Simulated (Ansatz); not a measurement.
```xyz
13

C     0.0707    1.7911   -0.0792
C    -1.0553    0.8276    0.2963
Al   -0.5973   -1.0685    0.2229
C     1.1303   -1.7935   -0.2950
F    -1.7912   -2.1408    0.6436
H    -0.2452    2.8369   -0.0207
H     0.4282    1.6207   -1.0986
H     0.9367    1.6805    0.5796
H    -1.4246    1.0460    1.3066
H    -1.9271    0.9878   -0.3511
H     1.1360   -2.8854   -0.3069
H     1.9156   -1.4608    0.3921
H     1.4232   -1.4418   -1.2897
```

The species carries charge 0 and has multiplicity 1.

Q: List the PBE/def2-TZVPP orbital energies in eV (Ansatz). (Best estimate.)

A: The calculation gave: Occupied: -1506.27, -658.58, -268.78, -268.46, -268.30, -106.56, -68.69, -68.48, -68.39, -27.88, -18.52, -16.76, -14.92, -10.71, -10.62, -10.19, -9.64, -9.61, -9.13, -9.08, -8.78, -8.28, -7.83, -6.25. Lowest empty: -1.07, -0.73, 0.41, 0.98, 1.71, 1.98, 2.10, 2.20.
